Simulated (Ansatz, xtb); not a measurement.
## C8H7Cl: which of two isomers lies lower

Structure a: `C=Cc1ccccc1Cl`, a singlet. Structure b: `C=Cc1ccc(Cl)cc1`, a singlet. Both are isolated molecules in the gas phase, relaxed with B3LYP-D3(BJ)/def2-SVP; the shapes shown needn't be the lowest conformers.

a (Å):

```yaml
atoms:
  - { symbol: C, position_ang: [-0.2220, -2.6731, 2.4248] }
  - { symbol: C, position_ang: [-1.0342, -1.8462, 1.7512] }
  - { symbol: C, position_ang: [-0.8080, -1.3162, 0.3969] }
  - { symbol: C, position_ang: [0.1354, -1.8914, -0.4785] }
  - { symbol: C, position_ang: [0.3567, -1.3912, -1.7579] }
  - { symbol: C, position_ang: [-0.3750, -0.2889, -2.2119] }
  - { symbol: C, position_ang: [-1.3233, 0.3011, -1.3780] }
  - { symbol: C, position_ang: [-1.5334, -0.2095, -0.0942] }
  - { symbol: Cl, position_ang: [-2.7324, 0.5897, 0.9060] }
  - { symbol: H, position_ang: [-0.4867, -3.0199, 3.4263] }
  - { symbol: H, position_ang: [0.7310, -3.0250, 2.0202] }
  - { symbol: H, position_ang: [-1.9531, -1.5071, 2.2353] }
  - { symbol: H, position_ang: [0.6944, -2.7665, -0.1420] }
  - { symbol: H, position_ang: [1.0948, -1.8669, -2.4073] }
  - { symbol: H, position_ang: [-0.2133, 0.1098, -3.2158] }
  - { symbol: H, position_ang: [-1.9070, 1.1608, -1.7097] }
```

b (Å):

```xyz
16

C     0.1707   -3.0485    2.1544
C    -0.7883   -2.2436    1.6747
C    -0.7534   -1.4543    0.4340
C     0.3489   -1.4489   -0.4432
C     0.3431   -0.6881   -1.6082
C    -0.7787    0.0892   -1.9187
C    -1.8871    0.1060   -1.0707
C    -1.8647   -0.6624    0.0929
Cl   -0.7887    1.0452   -3.3803
H     0.0315   -3.5874    3.0942
H     1.1223   -3.2028    1.6385
H    -1.7145   -2.1428    2.2518
H     1.2306   -2.0500   -0.2138
H     1.2014   -0.6904   -2.2815
H    -2.7553    0.7160   -1.3237
H    -2.7331   -0.6487    0.7566
```

**Question.** Which of the two would you expect CCSD(T)/def2-SVP + ΔMP2/def2-TZVPP electronic energies to favour?

**Answer.** CCSD(T)/def2-SVP + ΔMP2/def2-TZVPP gives E(b) − E(a) = −0.028 eV, slightly favouring structure b, which is too small a margin to settle the true order.

How the difference moves with the method:

```
                             level               geometry  E(b) − E(a) (eV)  departure from the last row (eV)  job, with rough time for the two
                          GFN2-xTB               GFN2-xTB              −0.027                            +0.001              optimisation, 0.22 s
                         HF/STO-3G               GFN2-xTB              −0.046                            −0.018              single point, 0.96 s
                r2SCAN-D4/def2-SVP               GFN2-xTB              −0.031                            −0.003                single point, 11 s
             B3LYP-D3(BJ)/def2-SVP  B3LYP-D3(BJ)/def2-SVP              −0.020                            +0.007             optimisation, 1.9 min
                       HF/def2-SVP  B3LYP-D3(BJ)/def2-SVP              −0.062                            −0.034           part of the CCSD(T) run
                      MP2/def2-SVP  B3LYP-D3(BJ)/def2-SVP              −0.007                            +0.021           part of the CCSD(T) run
                  CCSD(T)/def2-SVP  B3LYP-D3(BJ)/def2-SVP              −0.014                            +0.014                      single point
CCSD(T)/def2-SVP + ΔMP2/def2-TZVPP  B3LYP-D3(BJ)/def2-SVP              −0.028                                               single point, 5.9 min
```

As drawn, both hold the same kinds of bond in the same numbers.

The largest departure from CCSD(T)/def2-SVP + ΔMP2/def2-TZVPP is that of HF/def2-SVP, 0.034 eV. The last row adds to CCSD(T) the change of the MP2 difference between the two basis sets, here −0.014 eV.

With thermal terms from frequencies at re-optimised GFN2-xTB minima (ideal gas, soft modes damped towards free rotors, one conformer each, 298.15 K, 1 atm): on the last row, ΔE + ΔZPE = −0.032, ΔH = −0.029, ΔG = −0.035 eV.

The correlated steps freeze 13 core orbitals. Run with Ansatz 0.2.0, xtb 6.7.1; the last row on 2 threads of Arm Neoverse V1 on a shared host.
